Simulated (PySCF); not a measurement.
**UHF on B⁺ (boron, charge +1)**

Configuration: [He] 2s1 2p1, high-spin 3P determinant (an excited configuration). Computed with PySCF 2.14 in aug-cc-pwCVTZ (7s6p4d2f, 59 functions), with the non-relativistic Hamiltonian (point nucleus).

- Total energy: -24.121372 hartree
- One-electron energy: -30.1902 hartree
- Hartree (Coulomb) energy: 9.6783 hartree
- Exchange energy: -3.6095 hartree
- Kinetic energy: 24.11990 hartree
- ⟨S²⟩: 2.0000
- ⟨L²⟩: 2.013
- Sum of ⟨r⟩: 4.200 bohr
- Sum of ⟨r²⟩: 7.839 bohr²
- Traceless quadrupole moment −½Σ⟨3z² − r²⟩ along its main axis: -1.75 e·bohr²
- Density at the nucleus (Gaussians lack the cusp): 68.2 bohr⁻³
- Spin density at the nucleus: 1.92 bohr⁻³
- Langevin diamagnetic susceptibility: -6.21 ×10⁻⁶ cm³/mol

```
shell  electrons  mean orbital energy (eV)  rms radius, mean of both spins (bohr)
 1s α          1                   -222.97                                  0.379
 1s β          1                   -220.98                                  0.379
 2s α          1                   -26.707                                   1.91
 2p α          1                   -20.576                                   1.97
```

Spin-orbit constants ζ (cm⁻¹) from the X2C one-electron operator on these orbitals (non-relativistic here): bare nucleus, nucleus screened by l(l+1)(2l+1)/3 electrons, and screened by the Breit-Pauli mean field of the electrons.

| shell | bare | screened nucleus | mean field |
| --- | --- | --- | --- |
| 2p | 32.38 | 19.43 | 14.56 |

To first order the Landé constant is A = 7.279 cm⁻¹, so the lowest level has J = 0 and lies 0.00181 eV below the centre of the term. This holds in LS coupling only.
